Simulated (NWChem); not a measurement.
System: GaBrClF; SMILES [Br][Ga]([F])[Cl]

```xyz
4

Ga    -0.3193     0.5034     0.0000
F     -2.0055     0.9441     0.0000
Cl     1.1199     2.0860     0.0000
Br     0.2545    -1.7018     0.0000
```
Atoms are numbered in this order, from 1.

Results from NWChem. Pople sets run with spherical d functions. All runs use the structure optimised with B3LYP/6-31G* (spherical d). Vertical excitations in the gas phase; the lowest state need not have the same character in each row.

For level PBE/6-31G*, full TDDFT:

```yaml
lowest excitation, singlet (eV): 4.62
lowest triplet (eV): 4.26
orbital gap (eV): 4.44
```

Task: Estimate the same quantities for level Hartree-Fock/6-31G*, TDHF.

Result: The lowest excitation, singlet (eV) is 6.96 and the lowest triplet (eV) is 6.23. The orbital gap (eV) is 13.19.
